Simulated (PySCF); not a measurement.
# Nuclear quadrupole coupling in `CC#C[Si@@H](O)CC`

C5H10OSi.
Structure used (PBE0-D3(BJ)/def2-SVP), in Å, numbered top down from 1:
```
atom  x, y, z in Å
C1     3.349    0.644   -0.368
C2     2.030    0.044   -0.288
C3     0.921   -0.461   -0.226
Si4   -0.753   -1.205   -0.124
O5    -0.889   -2.089    1.287
C6    -2.071    0.116   -0.053
C7    -1.922    1.068    1.130
H8     4.067    0.105    0.269
H9     3.731    0.622   -1.401
H10    3.326    1.694   -0.038
H11   -0.933   -2.080   -1.324
H12   -0.148   -2.662    1.499
H13   -3.048   -0.396   -0.025
H14   -2.042    0.664   -1.011
H15   -1.979    0.523    2.085
H16   -0.950    1.585    1.107
H17   -2.709    1.838    1.136
```

Field gradients from the PBE0/pcSseg-1 density (PySCF, non-relativistic), principal values in atomic units, ordered |Vxx| ≤ |Vyy| ≤ |Vzz|:

| atom | Vxx | Vyy | Vzz |
| --- | --- | --- | --- |
| O5 | -0.2715 | -1.2200 | 1.4915 |

Find the asymmetry η = (Vxx − Vyy)/Vzz and the couplings χ = eQV/h (234.96 MHz × Q in barn × V in au), with Q(17O) = −0.0256 b.

```
atom     environment  nucleus     η  χzz (MHz)  χxx (MHz)  χyy (MHz)
  O5  silanol oxygen      17O  0.64      -8.97       1.63       7.34
```

The tensor is traceless: Vxx + Vyy + Vzz = 0.

What is Vzz at O5 in SI units (1 au = 9.71736 × 10²¹ V/m²)?

1.4915 au = 14.494 × 10²¹ V/m².

And the gradient at the other heavy atoms, for which no coupling is worked out here?

```
atom                  environment  Vzz (au)     η
  C1           propargylic carbon     0.126  0.02
  C2                alkyne carbon    -0.349  0.11
  C3                alkyne carbon    -0.321  0.01
 Si4         oxygen-bound silicon     0.439  0.89
  C6  sp3 carbon bound to silicon    -0.096  0.43
  C7                methyl carbon     0.088  0.20
```

Were the hydrogens deuterons (Q(2H) = 0.00286 b), χzz would run from 92 kHz (H11) to 327 kHz (H12).

One conformer (not necessarily the lowest) at the PBE0-D3(BJ)/def2-SVP geometry, without solvent, vibrations or thermal averaging. With a basis this small, the couplings can be 20 % off.
